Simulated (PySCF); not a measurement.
A PySCF script (with the pyscf-properties extension) for the NMR shieldings of `C=C(C)[Si@H]1OC=CS1`, C₅H₈OSSi, on a GFN2-xTB geometry:

```python
import basis_set_exchange as bse
import numpy as np
from pyscf import gto, dft
from pyscf.prop import nmr

atoms = """
C    -1.539308    1.322998   -0.004067
C    -1.270631    0.022926   -0.011754
C    -2.348877   -1.009388    0.091761
Si    0.479844   -0.646832   -0.153431
O     1.534954    0.480843   -0.702711
C     2.610272    0.760319    0.076403
C     2.743331    0.166192    1.254102
S     1.498525   -0.968592    1.733428
H    -0.762706    2.065207   -0.085058
H    -2.549244    1.695873    0.077768
H    -3.331126   -0.548137    0.162002
H    -2.325539   -1.660150   -0.780659
H    -2.186358   -1.631633    0.970207
H     0.597555   -1.849350   -0.974102
H     3.294325    1.480340   -0.341571
H     3.547386    0.328328    1.943756
"""
names = dict.fromkeys(["C", "Si", "O", "S", "H"], "pcSseg-1")
basis = {el: gto.basis.parse(bse.get_basis(n, elements=[el], fmt="nwchem")) for el, n in names.items()}
mol = gto.M(atom=atoms, basis=basis, charge=0, verbose=0)
mf = dft.RKS(mol, xc="PBE0")
mf.grids.level = 2
mf.grids.alignment = dft.numint.BLKSIZE   # the property module wants whole blocks of grid points
mf.conv_tol = 1e-9
mf.kernel()

calc = nmr.RKS(mf)   # GIAO
C = mf.mo_coeff
Co = C[:, mf.mo_occ > 0]
resp = mf.gen_response(singlet=True, hermi=2)
def vind(x):   # induced exchange potential for any number of trial vectors
    d = np.einsum("pi,xij,qj->xpq", C, 2 * x.reshape(-1, C.shape[1], Co.shape[1]), Co, optimize=True)
    return np.einsum("xpq,pi,qj->xij", resp(d - d.transpose(0, 2, 1)), C, Co, optimize=True).ravel()
mo1, _ = nmr.rhf.solve_mo1(calc, with_cphf=vind)
sigma = calc.kernel(mo1)
for i, s in enumerate(sigma):   # ppm
    w = np.linalg.eigvalsh((s + s.T) / 2)
    print("%2d %-2s iso %8.1f  s11 %8.1f  s22 %8.1f  s33 %8.1f" % (i, mol.atom_pure_symbol(i), w.mean(), *w))
```

Q: What are the results?

A: 
```
 0 C  iso     49.5  s11    -66.2  s22     59.3  s33    155.5
 1 C  iso     36.6  s11    -75.5  s22     19.2  s33    166.1
 2 C  iso    162.8  s11    150.2  s22    152.1  s33    186.0
 3 Si iso    338.2  s11    311.3  s22    338.5  s33    364.8
 4 O  iso    211.9  s11    147.2  s22    214.4  s33    274.0
 5 C  iso     39.6  s11    -60.6  s22     80.6  s33     98.9
 6 C  iso     78.6  s11    -15.4  s22    109.8  s33    141.3
 7 S  iso    610.9  s11    464.0  s22    578.6  s33    790.2
 8 H  iso     25.9  s11     22.9  s22     24.1  s33     30.8
 9 H  iso     25.4  s11     22.5  s22     25.0  s33     28.7
10 H  iso     29.7  s11     26.1  s22     28.1  s33     35.0
11 H  iso     29.7  s11     25.7  s22     28.2  s33     35.1
12 H  iso     29.7  s11     25.1  s22     29.3  s33     34.8
13 H  iso     25.5  s11     22.4  s22     22.9  s33     31.2
14 H  iso     25.0  s11     22.2  s22     24.9  s33     28.1
15 H  iso     26.1  s11     22.9  s22     26.1  s33     29.5
```

These numbers come from an equivalent density-fitted implementation of the same equations, which agrees with the script to about 0.01 ppm for H and up to a few tenths of a ppm for heavy atoms, so last digits may differ.

Q: Turn these shieldings into chemical shifts. Chemical shifts δ = σref − σ; 13C (σ = 186.93 ppm), 29Si (σ = 349.16 ppm), 1H (σ = 31.72 ppm) against TMS; 17O (σ = 336.08 ppm) vs H2O; CS2 for 33S (σ = 503.73 ppm), all at this level.

A: Averaging equivalent atoms: C 1: 150.3; C 5: 147.3; C 0: 137.4; C 6: 108.3; C 2: 24.2; Si 3: 11.0; O 4: 124.2; S 7: -107; H 14: 6.68; H 9: 6.29; H 13: 6.24; H 8: 5.80; H 15: 5.57; H 10/11/12: 2.02 ppm. Experimental scales use liquid or dissolved standards, which lie at an offset from isolated H2O (liquid H2O: subtract about 36 ppm).

Size and cost of the density-fitted run: 190 basis functions, 52 s wall time on 1 thread of an Arm Neoverse N1, shared host; peak memory 0.84 GiB.
